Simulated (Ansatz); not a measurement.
Reaction (redistribution): `N[SiH](O)[Si](N)(F)F` + `C=N[SiH2]N` → `C=N[SiH](N)O` + `N[SiH2][Si](N)(F)F`

Program: Ansatz. Geometries: PBE0-D4/def2-TZVP. ΔE: electronic, gas phase. CBS: MP2 limit from def2 TZ/QZ plus the TZ coupled-cluster correction, frozen cores. One conformer a species, not always the lowest.

```tsv
species	HF/CBS(def2) energy (Eh)
`N[SiH](O)[Si](N)(F)F`	-964.51362
`C=N[SiH2]N`	-439.31381
`C=N[SiH](N)O`	-514.28146
`N[SiH2][Si](N)(F)F`	-889.55107
```

Q: Work out ΔE.

A: ΔE = (-514.28146) + (-889.55107) − (-964.51362) − (-439.31381) = -0.00510 Eh = -0.14 eV. CCSD(T)/CBS gives -0.09 eV.

Largest T1 diagnostic among the species: 0.012.

In def2-TZVPP, CCSD(T) changes the Hartree–Fock value by +0.05 eV (the triples alone add +0.01 eV) and MP2 by +0.06 eV. From PBE to PBE0 (25 % exact exchange), in def2-TZVPP and without D4, ΔE moves by −0.03 eV.
